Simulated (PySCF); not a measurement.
CH6MgOSi (SMILES [CH3][Mg][O][SiH3]), singlet, at a GFN2-xTB geometry (such geometries of metal compounds can be far from the true shape); CASSCF(6,7)/STO-3G (PySCF).

The PySCF input:
```python
from pyscf import gto, scf, mcscf
import numpy

mol = gto.Mole()
mol.atom = '''
    Mg   -0.34070015    0.10170999    1.30983626
    C    -1.82295132    1.50203206    1.71507861
    H    -2.50855082    1.15597099    2.48058177
    H    -2.35754365    1.65362157    0.78154807
    H    -1.36841425    2.43702297    2.02776848
    O     0.37362159   -0.31996842   -0.25504715
    Si    1.03905926   -0.73722157   -1.64782926
    H     0.03058579   -1.41998839   -2.48027717
    H     2.16670806   -1.65102250   -1.37299012
    H     1.52752203    0.47253235   -2.33515085
'''
mol.basis = 'sto-3g'
mol.verbose = 4
mol.build()

mf = scf.RHF(mol)
mf.kernel()
mc = mcscf.CASSCF(mf, 7, 6)
mc.fix_spin_(ss=0.0)
mc.kernel()
occ = numpy.linalg.eigvalsh(mc.fcisolver.make_rdm1(mc.ci, mc.ncas, mc.nelecas))[::-1]
ss = mc.fcisolver.spin_square(mc.ci, mc.ncas, mc.nelecas)[0]
print('natural occupations', occ.round(4), ' <S^2>', round(ss, 4))
```

What the program printed (banner, timings and long lists left out):

```
PySCF version 2.14.0

[INPUT] verbose = 4
[INPUT] num. atoms = 10
[INPUT] num. electrons = 46
[INPUT] charge = 0
[INPUT] spin (= nelec alpha-beta = 2S) = 0
[INPUT] symmetry False subgroup None
[INPUT] Mole.unit = angstrom
[INPUT] Symbol           X                Y                Z      unit          X                Y                Z       unit  Magmom
[...]
nuclear repulsion = 179.056610336089
number of shells = 22
number of NR pGTOs = 102
number of NR cGTOs = 34
basis = sto-3g
ecp = {}

******** <class 'pyscf.scf.hf.RHF'> ********
method = RHF
initial guess = minao
damping factor = 0
level_shift factor = 0
DIIS = <class 'pyscf.scf.diis.CDIIS'>
diis_start_cycle = 1
diis_space = 8
diis_damp = 0
SCF conv_tol = 1e-09
SCF conv_tol_grad = None
SCF max_cycles = 50
direct_scf = True
direct_scf_tol = 1e-13
Set gradient conv threshold to 3.16228e-05
Initial guess from minao.
init E= -597.084422429965
[...]
cycle= 1 E= -597.343939452692  delta_E= -0.26  |g|= 0.585  |ddm|= 3.58
[...]
cycle= 2 E= -597.462951669437  delta_E= -0.119  |g|= 0.248  |ddm|= 1.26
[...]
cycle= 3 E= -597.483863682205  delta_E= -0.0209  |g|= 0.0354  |ddm|= 0.382
[...]
cycle= 4 E= -597.48472100366  delta_E= -0.000857  |g|= 0.00601  |ddm|= 0.0943
[...]
cycle= 5 E= -597.484747369751  delta_E= -2.64e-05  |g|= 0.00143  |ddm|= 0.0163
[...]
cycle= 6 E= -597.484748986869  delta_E= -1.62e-06  |g|= 0.000243  |ddm|= 0.00454
[...]
cycle= 7 E= -597.484749020394  delta_E= -3.35e-08  |g|= 5.26e-05  |ddm|= 0.000502
[...]
cycle= 8 E= -597.484749022691  delta_E= -2.3e-09  |g|= 1.01e-05  |ddm|= 0.000145
[...]
cycle= 9 E= -597.484749022786  delta_E= -9.44e-11  |g|= 1.95e-06  |ddm|= 3.38e-05
[...]
Extra cycle  E= -597.484749022789  delta_E= -3.18e-12  |g|= 8.37e-07  |ddm|= 4.37e-06
converged SCF energy = -597.484749022789

******** <class 'pyscf.mcscf.mc1step.CASSCF'> ********
CAS (3e+3e, 7o), ncore = 20, nvir = 7
max_cycle_macro = 50
max_cycle_micro = 4
conv_tol = 1e-07
conv_tol_grad = None
orbital rotation max_stepsize = 0.02
orbital rotation threshold for CI restart = 0.01
augmented hessian ah_max_cycle = 30
augmented hessian ah_conv_tol = 1e-12
augmented hessian ah_linear dependence = 1e-14
augmented hessian ah_level shift = 1e-08
augmented hessian ah_start_tol = 2.5
augmented hessian ah_start_cycle = 3
augmented hessian ah_grad_trust_region = 3
kf_trust_region = 3
kf_interval = 4
ci_response_space = 4
ci_grad_trust_region = 3
with_dep4 0
natorb = False
canonicalization = True
sorting_mo_energy = False
[...]
CASCI E = -597.489064607880  S^2 = 0.0000000
[...]
               |grad[o]|=0.002  |grad[c]|=0.00844  |ddm|=0.00381  |maxRot[o]|=0.0182
macro iter  41 ( 21 JK    4 micro), CASSCF E = -597.524824985289  dE = -1.12970992e-04  S^2 = 0.0000000
               |grad[o]|=0.00203  |grad[c]|=0.00584  |ddm|=0.00276  |maxRot[o]|=0.0397
macro iter  42 ( 12 JK    3 micro), CASSCF E = -597.525010335662  dE = -1.85350373e-04  S^2 = 0.0000000
               |grad[o]|=0.00196  |grad[c]|=0.00823  |ddm|=0.00417  |maxRot[o]|=0.0761
macro iter  43 ( 21 JK    4 micro), CASSCF E = -597.525034773828  dE = -2.44381656e-05  S^2 = 0.0000000
               |grad[o]|=0.00191  |grad[c]|=0.00541  |ddm|=0.00178  |maxRot[o]|=0.00716
macro iter  44 ( 21 JK    4 micro), CASSCF E = -597.525018855693  dE =  1.59181351e-05  S^2 = 0.0000000
               |grad[o]|=0.00179  |grad[c]|=0.00756  |ddm|=0.00339  |maxRot[o]|=0.0131
macro iter  45 ( 17 JK    4 micro), CASSCF E = -597.525151210972  dE = -1.32355279e-04  S^2 = 0.0000000
               |grad[o]|=0.00183  |grad[c]|=0.00587  |ddm|=0.00281  |maxRot[o]|=0.0576
macro iter  46 ( 11 JK    3 micro), CASSCF E = -597.525288173753  dE = -1.36962782e-04  S^2 = 0.0000000
               |grad[o]|=0.00174  |grad[c]|=0.00629  |ddm|=0.00263  |maxRot[o]|=0.0648
macro iter  47 ( 21 JK    4 micro), CASSCF E = -597.525314711089  dE = -2.65373354e-05  S^2 = 0.0000000
               |grad[o]|=0.00159  |grad[c]|=0.00573  |ddm|=0.00202  |maxRot[o]|=0.0119
macro iter  48 ( 21 JK    4 micro), CASSCF E = -597.525314051395  dE =  6.59693455e-07  S^2 = 0.0000000
               |grad[o]|=0.00154  |grad[c]|=0.00717  |ddm|=0.00322  |maxRot[o]|=0.0156
macro iter  49 ( 21 JK    4 micro), CASSCF E = -597.525415416674  dE = -1.01365279e-04  S^2 = 0.0000000
               |grad[o]|=0.00155  |grad[c]|=0.00169  |ddm|=0.000335  |maxRot[o]|=0.0482
macro iter  50 ( 21 JK    4 micro), CASSCF E = -597.525445673304  dE = -3.02566295e-05  S^2 = 0.0000000
               |grad[o]|=0.00134  |grad[c]|=0.0031  |ddm|=0.00064  |maxRot[o]|=0.0159
1-step CASSCF not converged,  50 macro (1018 JK 197 micro) steps
CASSCF canonicalization
Density matrix diagonal elements [1.97010267 1.98705942 1.97761409 0.03340651 0.00521806 0.00808762
 0.01851164]
CASSCF energy = -597.525445673304
CASCI E = -597.525445673304  E(CI) = -8.20372960300676  S^2 = 0.0000000
natural occupations [1.9897e+00 1.9784e+00 1.9711e+00 3.1600e-02 1.8400e-02 9.5000e-03
 1.3000e-03]  <S^2> 0.0
```

The run did not converge; its last values are not results.
